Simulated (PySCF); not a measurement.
# Ar(3+): interval between two levels

Ar(3+) [Ne] 3s2 3p3 [4S3/2, M_J = 3/2] → Ar(3+) [Ne] 3s1 3p4 [4P5/2, M_J = 5/2], as a difference of total energies. All numbers are calculated (PySCF 2.14, the two-component X2C-1e Hamiltonian, in x2c-SVPall-2c with one added diffuse shell each of s, p type (5s5p1d, 25 functions)). Correlated levels: [Ne] frozen. "Screened" scales the spin-orbit matrix elements by Boettger's factors to mimic the two-electron term; Breit and QED terms are absent.

| method | interval between two levels (cm⁻¹) |
| --- | --- |
| GHF (spin-free) | 126240 |
| GMP2 (spin-free) | 125450 |
| GHF (screened spin-orbit) | 125620 |
| GMP2 (screened spin-orbit) | 124830 |

The labels give the starting determinants; with spin-orbit coupling the two ends relaxed to ⟨J²⟩ = 3.75, ⟨L²⟩ = 0.00, ⟨S²⟩ = 3.75 and ⟨J²⟩ = 8.75, ⟨L²⟩ = 2.00, ⟨S²⟩ = 3.75.
